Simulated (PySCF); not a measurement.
CClF₂, SMILES F[C](F)Cl (connectivity only; charge and spin as stated), charge +1, multiplicity 1.

Geometry: ωB97X-D3(BJ)/def2-TZVP. The spin state was assumed, not searched. The isomer is the one that the SMILES or the coordinates give; other isomers of the formula were not compared.

Computed with TDA-PBE/def2-SVPD run with PySCF.

Vertical excitations. Gas-phase values at a fixed geometry. State labels are in the subgroup C2v.

```tsv
state	symmetry	energy (eV)	λ (nm)	f	main pairs
S1	A2	4.97	249	0.000	HOMO→LUMO 100 %
S2	A1	7.40	168	0.202	HOMO−1→LUMO 89 %
S3	A2	7.79	159	0.000	HOMO−2→LUMO 100 %
S4	B1	7.99	155	0.003	HOMO−3→LUMO 99 %
S5	B2	9.04	137	0.001	HOMO→LUMO+1 94 %
S6	B1	9.68	128	0.002	HOMO−1→LUMO+1 98 %
S7	B2	10.02	124	0.105	HOMO−4→LUMO 87 %
S8	B2	10.70	116	0.038	HOMO→LUMO+2 98 %
S9	B1	11.33	109	0.007	HOMO−6→LUMO 62 %, HOMO−1→LUMO+2 37 %
S10	B2	11.48	108	0.000	HOMO−2→LUMO+1 98 %
T1	A2	4.67	266	0	HOMO→LUMO 100 %
T2	A1	5.05	246	0	HOMO−1→LUMO 100 %
T3	B1	7.46	166	0	HOMO−3→LUMO 98 %
T4	A2	7.46	166	0	HOMO−2→LUMO 100 %
```
Triplets are in the Tamm–Dancoff approximation.
